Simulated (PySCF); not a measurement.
Calculated NMR data

PySCF 2.14.0 with density-fitted response routines calculation with shieldings: GIAO PBE0/pcSseg-1, coordinates at the GFN2-xTB level and couplings computed with B3LYP/pcJ-1; one averaged value for each set of equivalent atoms, one computed conformer, isolated molecule, no relativistic terms.

Referencing at the same level of theory: $^{1}$H, $^{13}$C vs TMS. Multiplet labels drop J under 1 Hz and among equivalent protons, and merge close values. Unscaled 3J(H,H) run several per cent high. Splittings of carbon signals by F and P are missing where no couplings were computed. Where no couplings were computed, multiplicities follow the n + 1 count of equivalent neighbours, and m marks all less simple cases (inequivalent or close neighbours, rings, F or P nearby). Shifts are as computed. Against solution values, carbons near 30 ppm lie about +3 ppm off and those near 130 ppm about +5 ppm. Of 1211 compounds with measured shifts, 218 miss one by over three times the rms of a fit or turn the order of signals round; such compounds aren't used in these exercises. OH and NH positions are gas-phase values without hydrogen bonding to other molecules.

Compound 1 (CH₁₁NOSi₃). $^{1}$H NMR (500 MHz, computed): δ 5.85 (m, 1H), 5.17 (s, 3H), 3.84 (m, 1H), 3.67 (m, 1H), 0.31 (br s, 2H), 0.26 (m, 3H). $^{13}$C{$^{1}$H} NMR (computed): δ -10.8 (CH3). Structure: `C[SiH2][Si@@H](N)O[SiH3]`.

Compound 2 (C₄H₂N₂). $^{1}$H NMR (500 MHz, computed): δ 7.02 (s, 2H). $^{13}$C{$^{1}$H} NMR (computed): δ 158.0 (CH2), 117.9 (C), 103.3 (C). Structure: SMILES C=C(C#N)C#N.

Compound 3 (C₄H₃F₃O₂). $^{1}$H NMR (500 MHz, computed): δ 9.47 (s, 1H), 6.38 (br s, 1H), 5.67 (br s, 1H). $^{13}$C{$^{1}$H} NMR (computed): δ 189.8 (CH), 156.6 (C), 130.3 (C), 111.6 (CH2). Structure: SMILES C=C(C=O)OC(F)(F)F.

Compound 4 (CH₁₁NOSi₃). $^{1}$H NMR (500 MHz, computed): δ 5.16 (s, 3H), 3.19 (s, 3H), 0.52 (br s, 2H), 0.28 (s, 3H). $^{13}$C{$^{1}$H} NMR (computed): δ 6.2 (CH3). Structure: `C[Si@](N)([SiH3])O[SiH3]`.
